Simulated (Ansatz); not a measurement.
Geometry optimisation, RKS BLYP-D4/def2-SVP (Ansatz 0.2.0).

Input file:

```yaml
crystal:
  periodic: [false, false, false]
  atoms:
    - { symbol: "N", position_ang: [-0.8457, 2.157, -0.8335] }
    - { symbol: Si, position_ang: [-0.9433, 1.1436, 0.4827] }
    - { symbol: O, position_ang: [0.0051, -0.0993, 0.004] }
    - { symbol: Si, position_ang: [0.6659, -1.5335, 0.6152] }
    - { symbol: H, position_ang: [0.0751, 2.4503, -1.0536] }
    - { symbol: H, position_ang: [-1.1976, 1.7179, -1.6806] }
    - { symbol: H, position_ang: [-0.5356, -2.4273, 0.9145] }
    - { symbol: H, position_ang: [1.519, -2.1745, -0.3827] }
    - { symbol: H, position_ang: [1.3456, -1.2804, 1.9169] }
basis:
  gaussian: { orbitals: def2-SVP }
hamiltonian:
  xc: blyp
  dispersion: d4
relax:
  f_tol: 0.015
  max_steps: 40
output:
  orbitals: {}
```

Command:

```bash
$ ansatz run input.yaml --threads 1 --pin off --max-ram 2048MiB --backend cpu --events-out ev --progress --plain --runs-dir out
```

Question: Where does it end, and by what steps?

Answer: It converged. The force dipped under the threshold on the way, but the program's further checks kept it going. After 14 steps the energy has fallen by 1.135 eV; H6 moved furthest, 1.15 Å.

```
step  energy less start (eV)  largest force component (eV/Å)  accepted
   0                  0.0000                           3.086       yes
   1                 -0.2925                           1.631       yes
   2                 -0.3941                           0.408       yes
   3                 -0.4685                           0.986       yes
   4                 -0.5990                           1.563       yes
   5                 -0.8084                           1.506       yes
   6                 -1.0542                           0.573       yes
   7                 -1.1158                           0.205       yes
   8                 -1.1272                           0.318       yes
   9                 -1.1334                           0.051       yes
  10                 -1.1343                           0.039       yes
  11                 -1.1343                           0.164       yes
  12                 -1.1349                           0.062       yes
  13                 -1.1352                           0.003       yes
  14                 -1.1352                           0.011       yes
```

```xyz
9
Properties=species:S:1:pos:R:3
N -0.779 2.044 -0.981
Si -1.420 0.613 -0.234
O 0.068 -0.165 0.078
Si 0.693 -1.572 0.742
H 0.221 2.233 -1.124
H -1.376 2.799 -1.329
H -0.403 -2.482 1.225
H 1.504 -2.293 -0.293
H 1.582 -1.224 1.900
```

Whether the end is a true minimum wasn't checked by a vibrational analysis.

The run took 36 s on 1 thread of Arm Neoverse V2 (shared host), peak memory 0.12 GiB.
